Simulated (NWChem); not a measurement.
Program: NWChem. System: PbS, charge 0, spin multiplicity 1, at a geometry optimised with PBE0/def2-SVP with def2 effective core potentials on Pb. The structure started from a generated list of species. Level: CCSD(T)/def2-TZVPD with def2 effective core potentials on Pb, 9 core orbitals frozen.

Part of the output:

```
             Northwest Computational Chemistry Package (NWChem) 7.3.0
             --------------------------------------------------------

                                NWChem Input Module
                                -------------------

 Scaling coordinates for geometry "geometry" by  1.889725989
 (inverse scale =  0.529177249)

 Turning off AUTOSYM since
 SYMMETRY directive was detected!

                             Geometry "geometry" -> ""
                             -------------------------

 Output coordinates in angstroms (scale by  1.889725989 to convert to a.u.)

  No.       Tag          Charge          X              Y              Z
 ---- ---------------- ---------- -------------- -------------- --------------
    1 Pb                  82.0000     0.00000000     0.00000000     0.37683500
    2 S                   16.0000     0.00000000     0.00000000    -1.93127800

 Effective nuclear repulsion energy (a.u.)     300.8000694453

            Nuclear Dipole moment (a.u.)
            ----------------------------
        X                 Y               Z
 ---------------- ---------------- ----------------
     0.0000000000     0.0000000000     0.0000415740

      Symmetry information
      --------------------

 Group name             C2v
 Group number             16
 Group order               4
 No. of unique centers     2

      Symmetry unique atoms

     1    2


 Summary of "ao basis" -> "" (spherical)
 ------------------------------------------------------------------------------
       Tag                 Description            Shells   Functions and Types
 ---------------- ------------------------------  ------  ---------------------
 *                         def2-tzvpd                 on all atoms

 Summary of "ao basis" -> "ao basis" (spherical)
 ------------------------------------------------------------------------------
       Tag                 Description            Shells   Functions and Types
 ---------------- ------------------------------  ------  ---------------------
 Pb                        def2-tzvpd               18       56   7s5p4d2f
 S                         def2-tzvpd               16       46   6s6p3d1f

                                 NWChem SCF Module
                                 -----------------

  ao basis        = "ao basis"
  functions       =   102
  atoms           =     2
  closed shells   =    19
  open shells     =     0
  charge          =   0.00
[...]
     2   0 0 2    -37.341117      0.000000    224.268042

                   NWChem Extensible Many-Electron Theory Module
                   ---------------------------------------------


            General Information
            -------------------
      Number of processors :     1
         Wavefunction type : Restricted Hartree-Fock
          No. of electrons :    38
           Alpha electrons :    19
            Beta electrons :    19
           No. of orbitals :   204
            Alpha orbitals :   102
             Beta orbitals :   102
        Alpha frozen cores :     9
         Beta frozen cores :     9
     Alpha frozen virtuals :     0
      Beta frozen virtuals :     0
         Spin multiplicity : singlet
    Number of AO functions :   102
       Number of AO shells :    34
        Use of symmetry is : on
      Symmetry adaption is : on
         Schwarz screening : 0.10D-09

          Correlation Information
          -----------------------
          Calculation type : Coupled-cluster singles & doubles w/ perturbation
   Perturbative correction : (T)
            Max iterations :      100
        Residual threshold : 0.10D-05
     T(0) DIIS level shift : 0.00D+00
     L(0) DIIS level shift : 0.00D+00
     T(1) DIIS level shift : 0.00D+00
     L(1) DIIS level shift : 0.00D+00
     T(R) DIIS level shift : 0.00D+00
     T(I) DIIS level shift : 0.00D+00
   CC-T/L Amplitude update :  5-th order DIIS
                I/O scheme : Global Array Library
        L-threshold :  0.10D-05
        EOM-threshold :  0.10D-05
 no EOMCCSD initial starts read in
 TCE RESTART OPTIONS
 SLICE:      F
 D4D5:       F
 quantumc:   F
 qrotation:  F
 pwtce:      F
 qducc:      F
 nacto:                         0
 nrotv:                         0
 nrot:                          0

            Memory Information
            ------------------
          Available GA space size is     249026396 doubles
          Available MA space size is     104836380 doubles

 Maximum block size supplied by input
 Maximum block size        24 doubles

 tile_dim =     20

 -------------------------------------------------

 Global array virtual files algorithm will be used

 Parallel file system coherency ......... OK

 4-electron integrals stored in orbital form

 v2    file size   =          4307690
 4-index algorithm nr.  13 is used
 imaxsize =       30
 imaxsize ichop =        0


CCSD iterations
 ---------------------------------------------------------
 Iter          Residuum       Correlation     Cpu    Wall
 ---------------------------------------------------------
    1   0.1906397816233  -0.5631830861056     0.5     0.5
    2   0.0424113135455  -0.5270200366753     0.5     0.5
    3   0.0131627812484  -0.5421640543577     0.5     0.5
    4   0.0090929644250  -0.5404086795347     0.5     0.5
    5   0.0038230154661  -0.5421389891139     0.5     0.5
    6   0.0019748546525  -0.5420466552858     0.5     0.5
    7   0.0016260367445  -0.5420113980398     0.5     0.5
    8   0.0007554123492  -0.5420842222600     0.5     0.5
    9   0.0007464792546  -0.5420546659737     0.5     0.5
   10   0.0003515797538  -0.5421096539137     0.5     0.5
   11   0.0000469060382  -0.5421298131408     0.5     0.5
   12   0.0000197031990  -0.5421275342417     0.5     0.5
   13   0.0000095841476  -0.5421277032183     0.5     0.5
   14   0.0000055706342  -0.5421277801362     0.5     0.5
   15   0.0000029470673  -0.5421275503285     0.5     0.5
   16   0.0000009993910  -0.5421275608159     0.5     0.5
 -----------------------------------------------------------------
 Iterations converged
 CCSD correlation energy / hartree =        -0.542127560815899
 CCSD total energy / hartree       =      -589.958143497325750

 Singles contributions

 Doubles contributions
 CCSD(T)
 Using plain CCSD(T) code
             total no. of tasks          925
 total no. of tasks / no. procs          925
                         wl_min          729           3.0
                         wl_max       850000           9.7
        thresh for no. of tasks          925

 CCSD[T]  correction energy / hartree =        -0.026883875755492
 CCSD[T] correlation energy / hartree =        -0.569011436571391
 CCSD[T] total energy / hartree       =      -589.985027373081266
 CCSD(T)  correction energy / hartree =        -0.024462960905370
 CCSD(T) correlation energy / hartree =        -0.566590521721269
 CCSD(T) total energy / hartree       =      -589.982606458231089

 Task  times  cpu:       29.9s     wall:       29.9s

 Total times  cpu:       29.9s     wall:       29.9s
```

**Question.** Write an NWChem input that would produce this output.

**Answer.** This is not unique; one that fits is 
```
start mol
memory heap 100 mb stack 700 mb global 1900 mb
geometry units angstroms nocenter noautoz
  Pb     0.000000     0.000000     0.376835
  S      0.000000     0.000000    -1.931278
  symmetry group C2v
end
basis spherical
  * library def2-tzvpd
end
ecp
  Pb library def2-ecp
end
scf
  rhf
  nopen 0
  maxiter 100
  thresh 1e-7
  semidirect memsize 60000000 filesize 0
end
tce
  freeze core 9
  ccsd(t)
  2eorb
  2emet 13
  thresh 1e-6
  maxiter 100
  tilesize 24
end
task tce energy
```
